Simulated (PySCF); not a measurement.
O₂Ti, singlet, geometry from GFN2-xTB (such geometries of metal compounds can be far from the true shape); HF/3-21G (PySCF).

Input for PySCF:
```python
from pyscf import gto, scf

mol = gto.Mole()
mol.atom = '''
    Ti    0.238994    0.045731    0.286556
    O     0.695269    0.116723   -1.276621
    O    -1.352503   -0.242482    0.488593
'''
mol.basis = '3-21g'
mol.charge = 0
mol.spin = 0
mol.verbose = 4
mol.build()

mf = scf.RHF(mol)
mf.kernel()
```

Output, abridged:

```
PySCF version 2.14.0

[INPUT] verbose = 4
[INPUT] num. atoms = 3
[INPUT] num. electrons = 38
[INPUT] charge = 0
[INPUT] spin (= nelec alpha-beta = 2S) = 0
[INPUT] symmetry False subgroup None
[INPUT] Mole.unit = angstrom
[INPUT] Symbol           X                Y                Z      unit          X                Y                Z       unit  Magmom
[INPUT]  1 Ti     0.238994000000   0.045731000000   0.286556000000 AA    0.451633205414   0.086419065402   0.541512359351 Bohr   0.0
[INPUT]  2 O      0.695269000000   0.116723000000  -1.276621000000 AA    1.313867992900   0.220574502438  -2.412464054868 Bohr   0.0
[INPUT]  3 O     -1.352503000000  -0.242482000000   0.488593000000 AA   -2.555860252653  -0.458224570137   0.923306956380 Bohr   0.0

nuclear repulsion = 126.697281756257
number of shells = 21
number of NR pGTOs = 84
number of NR cGTOs = 45
basis = 3-21g
ecp = {}

******** <class 'pyscf.scf.hf.RHF'> ********
method = RHF
initial guess = minao
damping factor = 0
level_shift factor = 0
DIIS = <class 'pyscf.scf.diis.CDIIS'>
diis_start_cycle = 1
diis_space = 8
diis_damp = 0
SCF conv_tol = 1e-09
SCF conv_tol_grad = None
SCF max_cycles = 50
direct_scf = True
direct_scf_tol = 1e-13
Set gradient conv threshold to 3.16228e-05
Initial guess from minao.
init E= -992.022516730464
  HOMO = -0.476005762760016  LUMO = -0.153751677299732  gap/eV = 8.76898
cycle= 1 E= -992.532224778123  delta_E= -0.51  |g|= 1.48  |ddm|= 2.31
  HOMO = -0.165210022932448  LUMO = -0.157535825230521  gap/eV = 0.20883
cycle= 2 E= -986.362670848761  delta_E= 6.17  |g|=    6  |ddm|= 3.81
  HOMO = -0.267407275780705  LUMO = -0.0769949011707931  gap/eV = 5.18138
cycle= 3 E= -993.107923700596  delta_E= -6.75  |g|= 0.32  |ddm|= 3.25
  HOMO = -0.361119009273052  LUMO = -0.0413181089444152  gap/eV = 8.70223
cycle= 4 E= -993.123204488108  delta_E= -0.0153  |g|= 0.107  |ddm|= 0.152
  HOMO = -0.368914477903467  LUMO = -0.0294394109454901  gap/eV = 9.23759
cycle= 5 E= -993.126410421414  delta_E= -0.00321  |g|= 0.0245  |ddm|= 0.0886
  HOMO = -0.373888884387491  LUMO = -0.0305027065571291  gap/eV = 9.34401
cycle= 6 E= -993.126897738669  delta_E= -0.000487  |g|= 0.00909  |ddm|= 0.0516
  HOMO = -0.375910120577712  LUMO = -0.0302521685225048  gap/eV = 9.40583
cycle= 7 E= -993.127067516423  delta_E= -0.00017  |g|= 0.00362  |ddm|= 0.0398
  HOMO = -0.376790437472752  LUMO = -0.0302084519556285  gap/eV = 9.43098
cycle= 8 E= -993.127093890983  delta_E= -2.64e-05  |g|= 0.00179  |ddm|= 0.0142
  HOMO = -0.376902504896393  LUMO = -0.0301023851021323  gap/eV = 9.43691
cycle= 9 E= -993.12710087302  delta_E= -6.98e-06  |g|= 0.000913  |ddm|= 0.00698
  HOMO = -0.376810228118892  LUMO = -0.0301189545118965  gap/eV = 9.43395
cycle= 10 E= -993.127102874996  delta_E= -2e-06  |g|= 0.000367  |ddm|= 0.00416
  HOMO = -0.376735751120508  LUMO = -0.0301040800183774  gap/eV = 9.43233
cycle= 11 E= -993.127103186779  delta_E= -3.12e-07  |g|= 0.000123  |ddm|= 0.00175
  HOMO = -0.376732329074876  LUMO = -0.0301053975951899  gap/eV = 9.43220
cycle= 12 E= -993.127103213482  delta_E= -2.67e-08  |g|= 8.79e-05  |ddm|= 0.000408
  HOMO = -0.376731881687566  LUMO = -0.03010598456253  gap/eV = 9.43217
cycle= 13 E= -993.127103219911  delta_E= -6.43e-09  |g|= 3.73e-05  |ddm|= 0.000182
  HOMO = -0.376730416975285  LUMO = -0.0301072856361424  gap/eV = 9.43210
cycle= 14 E= -993.12710322201  delta_E= -2.1e-09  |g|= 2.1e-05  |ddm|= 0.000133
  HOMO = -0.376732337440335  LUMO = -0.0301060198263188  gap/eV = 9.43218
cycle= 15 E= -993.127103222281  delta_E= -2.71e-10  |g|= 8.01e-06  |ddm|= 3.19e-05
  HOMO = -0.376732218082845  LUMO = -0.030105897161711  gap/eV = 9.43218
Extra cycle  E= -993.127103222361  delta_E= -7.94e-11  |g|= 6.34e-06  |ddm|= 1.54e-05
converged SCF energy = -993.127103222361
```
